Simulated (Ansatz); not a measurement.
A further run on cyclo-(H2GeO)2 (Ge₂O₂H₄).

```yaml
crystal:
  periodic: [false, false, false]
  atoms:
    - {symbol: Ge, position_ang: [-0.601474, -0.439905, 1.076031]}
    - {symbol: H, position_ang: [-1.273623, -1.836605, 1.162784]}
    - {symbol: H, position_ang: [-0.710499, 0.385311, 2.386456]}
    - {symbol: O, position_ang: [1.105071, -0.506132, 0.410801]}
    - {symbol: Ge, position_ang: [0.601493, 0.439959, -1.076012]}
    - {symbol: H, position_ang: [0.710283, -0.385605, -2.386235]}
    - {symbol: H, position_ang: [1.273756, 1.836580, -1.163163]}
    - {symbol: O, position_ang: [-1.104996, 0.506397, -0.410664]}
basis:
  gaussian: {orbitals: def2-mTZVP}
magnetization: {spin_polarized: false, initial_magnetization: 2}
hamiltonian: {xc: {name: revPBE}}
output: {forces: true}
```

```sh
$ ansatz run in.yaml --threads 4 --pin off --events-out ev --progress --plain --max-ram 3916MiB
```

It prints (some lines left out):

```
Functional definition: revPBE
1166 factors; their error is unknown
mean field evaluation 1: about -117171.2248 eV, gradient 8.7e1 eV
mean field evaluation 2: about -116989.6669 eV, gradient 2.4e2 eV
mean field evaluation 4: about -117182.8439 eV, gradient 2.2e1 eV
mean field evaluation 8: about -117183.3806 eV, gradient 3.5e-1 eV
mean field evaluation 16: about -117183.3554 eV, gradient 3.1e-3 eV
mean field evaluation 32: about -117182.0692 eV, gradient 1.4e1 eV
mean field evaluation 64: about -117182.7854 eV, gradient 4.8e-1 eV
mean field evaluation 96: about -117183.0464 eV, gradient 1.6e0 eV
mean field -117183.35535490 eV, -4306.4088795615 hartree, gradient 2.3e-5 eV, S^2 2.000000; 8 other end points of the search recorded, 0 dependent functions left out
reference -117183.35541636 eV, -4306.4088818202 hartree; 43, 41 occupied and 89, 91 virtual orbitals, 1166 factors
Total energy: -117183.35541636 eV, -4306.4088818202 hartree
Atom 0 at    -0.601474    -0.439905     1.076031 Å, force    -1.316809    -0.962922     2.355588 eV/Å
Atom 1 at    -1.273623    -1.836605     1.162784 Å, force     0.040893     0.032395    -0.070129 eV/Å
Atom 2 at    -0.710499     0.385311     2.386456 Å, force     0.039387     0.026305    -0.073582 eV/Å
Atom 3 at     1.105071    -0.506132     0.410801 Å, force     0.706216    -0.323529     0.262316 eV/Å
Atom 4 at     0.601493     0.439959    -1.076012 Å, force     1.316876     0.963146    -2.355436 eV/Å
Atom 5 at     0.710283    -0.385605    -2.386235 Å, force    -0.039332    -0.026299     0.073449 eV/Å
Atom 6 at     1.273756     1.836580    -1.163163 Å, force    -0.040945    -0.032503     0.070144 eV/Å
Atom 7 at    -1.104996     0.506397    -0.410664 Å, force    -0.706286     0.323406    -0.262351 eV/Å
Dipole moment:    -0.000010    -0.000043    -0.000023 e Å
```

It took 4.6 s on 4 threads of Intel Xeon 6975P-C on a shared host.

With spin_polarized false and unpaired electrons the run is restricted open-shell.
